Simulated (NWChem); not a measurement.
System: C2H6Be; SMILES [CH3][Be][CH3]

Here is an NWChem input.

```
start job
memory heap 200 mb stack 900 mb global 1100 mb
geometry units angstroms noautosym nocenter noautoz
  Be     0.000000     0.000000     0.000003
  C      0.000000     0.000000     1.685367
  H     -0.737523     0.700711     2.102353
  H      0.975595     0.288359     2.102353
  H     -0.238072    -0.989069     2.102353
  C      0.000000     0.000000    -1.685361
  H     -0.981675    -0.266930    -2.102348
  H      0.722005    -0.716691    -2.102348
  H      0.259670     0.983620    -2.102348
end
basis spherical
  Be library def2-svpd
  C library def2-svpd
  H library def2-svpd
end
dft
  xc hfexch
  iterations 150
end
property
  response 1 0.0
end
task dft property
```

Output (shortened):

```
             Northwest Computational Chemistry Package (NWChem) 7.3.0
             --------------------------------------------------------

                             Geometry "geometry" -> ""
                             -------------------------

 Output coordinates in angstroms (scale by  1.889725989 to convert to a.u.)

  No.       Tag          Charge          X              Y              Z
 ---- ---------------- ---------- -------------- -------------- --------------
    1 Be                   4.0000     0.00000000     0.00000000     0.00000300
    2 C                    6.0000     0.00000000     0.00000000     1.68536700
    3 H                    1.0000    -0.73752300     0.70071100     2.10235300
    4 H                    1.0000     0.97559500     0.28835900     2.10235300
    5 H                    1.0000    -0.23807200    -0.98906900     2.10235300
    6 C                    6.0000     0.00000000     0.00000000    -1.68536100
    7 H                    1.0000    -0.98167500    -0.26693000    -2.10234800
    8 H                    1.0000     0.72200500    -0.71669100    -2.10234800
    9 H                    1.0000     0.25967000     0.98362000    -2.10234800

 Effective nuclear repulsion energy (a.u.)      51.2208458359

  xc_inp: hfexch multiplicative factor not found.
                              NWChem Property Module
                              ----------------------

                                 NWChem DFT Module
                                 -----------------

 Summary of "ao basis" -> "ao basis" (spherical)
 ------------------------------------------------------------------------------
       Tag                 Description            Shells   Functions and Types
 ---------------- ------------------------------  ------  ---------------------
 Be                        def2-svpd                 6       12   3s3p
 C                         def2-svpd                 8       20   4s2p2d
 H                         def2-svpd                 4        8   2s2p

            General Information
            -------------------
          SCF calculation type: DFT
          Wavefunction type:  closed shell.
          No. of atoms     :     9
          No. of electrons :    22
           Alpha electrons :    11
            Beta electrons :    11
          Charge           :     0
          Spin multiplicity:     1
          Use of symmetry is: off; symmetry adaption is: off
          Maximum number of iterations: 150
          AO basis - number of functions:   100
                     number of shells:    46
          Convergence on energy requested:  1.00D-06
          Convergence on density requested:  1.00D-05
          Convergence on gradient requested:  5.00D-04

              XC Information
              --------------
                     Hartree-Fock (Exact) Exchange  1.000

      Superposition of Atomic Density Guess
      -------------------------------------

 Sum of atomic energies:         -92.79951215

      Non-variational initial energy
      ------------------------------

 Total energy =     -94.342542
 1-e energy   =    -223.151192
 2-e energy   =      77.587805
 HOMO         =      -0.358877
 LUMO         =       0.010970

   convergence    iter        energy       DeltaE   RMS-Dens  Diis-err
 ---------------- ----- ----------------- --------- --------- ---------
 d= 0,ls=0.0,diis     1    -93.7592169274 -1.45D+02  6.98D-03  2.56D-01
 d= 0,ls=0.0,diis     2    -93.7969249159 -3.77D-02  2.49D-03  2.59D-02
 d= 0,ls=0.0,diis     3    -93.8013553900 -4.43D-03  1.04D-03  2.53D-03
 d= 0,ls=0.0,diis     4    -93.8018997726 -5.44D-04  2.17D-04  3.48D-05
 d= 0,ls=0.0,diis     5    -93.8019150419 -1.53D-05  3.34D-05  1.11D-06
 d= 0,ls=0.0,diis     6    -93.8019155188 -4.77D-07  7.15D-06  5.02D-08

         Total DFT energy =      -93.801915518835
      One electron energy =     -226.494958951044
           Coulomb energy =       96.725859811532
    Exchange-Corr. energy =      -15.253662215192
 Nuclear repulsion energy =       51.220845835870

 Numeric. integr. density =        0.000000000000

                       DFT Final Molecular Orbital Analysis
                       ------------------------------------

 Vector    9  Occ=2.000000D+00  E=-5.212134D-01
              MO Center= -8.3D-03, -3.0D-04, -6.3D-05, r^2= 4.9D+00
   Bfn.  Coefficient  Atom+Function         Bfn.  Coefficient  Atom+Function
  ----- ------------  ---------------      ----- ------------  ---------------
    17      0.269161  2 C  px                61     -0.269228  6 C  px
    33     -0.241386  3 H  s                 85     -0.239230  8 H  s
    77      0.205736  7 H  s                 41      0.202155  4 H  s
    20      0.177713  2 C  px                64     -0.177748  6 C  px
    18     -0.110090  2 C  py                62      0.109953  6 C  py

[...]

 DFT Linear Response polarizability / au
 Frequency  =       0.0000000 / au
              X              Y              Z
 -----------------------------------------------
 X      36.2651517      0.0000012      0.0000025
 Y       0.0000012     36.2651461      0.0000054
 Z       0.0000025      0.0000054     43.6769686
 -----------------------------------------------
 Eigenvalues =      36.2651520     36.2651458     43.6769686
 Isotropic   =      38.7357555
 Anisotropic =       7.4118197
 -----------------------------------------------

 Magnetic Dipole Response Matrix (nonzero elements):

 Exiting AOResponse driver routine
```

Level: Hartree-Fock/def2-SVPD. Structure relaxed at the B3LYP/6-31G* (spherical d) level.
